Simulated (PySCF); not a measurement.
hydrogen selenide (H₂Se), SMILES [SeH2]. Atoms are numbered in the order given.

```xyz
3

Se     0.0000     0.0000     0.0566
H      0.0000    -1.0493    -0.9621
H      0.0000     1.0493    -0.9621
```

Coordinates come from a ωB97X-D3(BJ)/def2-TZVPD optimisation.

Method: PBE/def2-TZVPD in PySCF.

Symmetry labels are those of the subgroup C2v that the program uses (full group C2v).

Computed valence orbital energies around the gap with their symmetry:
| orbital | symmetry | energy (eV) |
|---|---|---|
| HOMO−7 | A1 | -53.95 |
| HOMO−6 | A2 | -53.76 |
| HOMO−5 | B1 | -53.69 |
| HOMO−4 | A1 | -53.65 |
| HOMO−3 | A1 | -17.88 |
| HOMO−2 | B2 | -10.47 |
| HOMO−1 | A1 | -8.81 |
| HOMO | B1 | -5.97 |
| LUMO | B2 | -0.89 |
| LUMO+1 | A1 | -0.86 |
| LUMO+2 | B2 | 0.61 |
| LUMO+3 | A1 | 0.72 |
